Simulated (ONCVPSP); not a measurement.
# Cutoff test, As, ONCV

arsenic, optimised norm-conserving Vanderbilt (ONCV), made with ONCVPSP 4.0.1 (PBE, scalar-relativistic). Core [Ar] 3d10, reference 4s2 4p2.5 (charge +0.5). Waves: 4s: rc 1.80 bohr, ncon 3, nbas 7, qcut 4.2 1/bohr, 2 projectors, debl 2.6 Ha; 4p: rc 1.70 bohr, ncon 4, nbas 7, qcut 4.1 1/bohr, 2 projectors, debl 1.2 Ha. Local part: polynomial inside 1.20 bohr (lpopt 5, dvloc0 6 Ha). Core correction: none.

Question: For each optimised wave give the share of its norm inside rc, the residual kinetic energy above qcut (Ha) and the cutoffs (Ha) for errors of 10, 1, 0.1 and 0.01 mHa per electron.

Answer:

```
         wave  norm inside rc  residual KE  10 mHa  1 mHa  0.1 mHa  0.01 mHa
           4s           0.494      5.5e-04     5.7    8.1     33.8      61.3
s projector 2           0.094      2.3e-03     7.4    9.9     30.3      52.2
           4p           0.235      1.1e-03     2.6    8.7     32.1      45.7
p projector 2           0.181      3.2e-03     4.5   27.2     65.8      76.0
```

The occupied waves need 8.7 Ha and 34 Ha for 1 and 0.1 mHa. The cutoffs count occupied waves only; projector 2 of the p channel, the hardest unoccupied one, needs 27 Ha at the loose tolerance.
